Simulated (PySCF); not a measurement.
InH⁻: frontier orbitals

ωB97M-V at R = 1.895 Å; basis In def2-TZVPPD with ECP28, H def2-TZVPPD; scalar-relativistic core potentials; PySCF 2.14. State: ²Π (doublet), unpaired electrons π ↑. Only the outer orbitals are listed, counted within each symmetry, core potentials removing the inner ones.

```tsv
spin	orbital	occ.	ε (eV)	on In (%)	main shells (%)
α	1δ	1	-17.70	100	100 In d
α	1δ	1	-17.65	100	100 In d
α	2π	1	-17.56	100	100 In d
α	3σ	1	-17.48	99	99 In d
α	2π	1	-17.41	100	100 In d
α	4σ	1	-7.26	73	71 In s, 27 H s
α	5σ	1	-2.65	65	38 In p, 36 H s, 23 In s
α	3π	1	-0.07	101	101 In p
α	3π	0	4.15	103	103 In p
α	6σ	0	4.22	104	102 In s, 12 H s
α	7σ	0	5.37	103	77 In d, 25 In p
β	1δ	1	-17.68	100	100 In d
β	1δ	1	-17.59	100	100 In d
β	2π	1	-17.56	100	100 In d
β	3σ	1	-17.42	99	99 In d
β	2π	1	-17.35	100	100 In d
β	4σ	1	-6.78	71	66 In s, 30 H s
β	5σ	1	-2.42	68	37 In p, 32 H s, 29 In s
β	3π	0	4.13	104	104 In p
β	6σ	0	4.20	104	100 In s, 12 H s
β	3π	0	4.54	101	100 In p
```

Problem. Which are the highest filled and the lowest empty level, where do they sit, and how wide is the gap?

Solution. Highest filled α 3π at -0.07 eV (in %: 101 In p); lowest empty β 3π at 4.13 eV (in %: 104 In p); the gap at ωB97M-V is 4.20 eV. Both belong to one degenerate shell, split only by its one-sided filling, so this is no excitation gap. An empty level above zero is unbound, and its energy depends on the basis.

```json
{
 "bond order (Mayer)": "0.86",
 "⟨S²⟩": "0.754",
 "charge on In (Mulliken, basis-dependent)": "-0.76",
 "charge on In (Löwdin, basis-dependent)": "-0.60",
 "dipole moment (positive dipole points towards H; it is taken about the centre of mass and depends on that origin)": "-1.13 D"
}
```

Shares are Mulliken populations and can fall outside 0 to 100 %.

Spin–orbit coupling is left out. The state was picked by a PBE0 search and need not be the measured ground state.
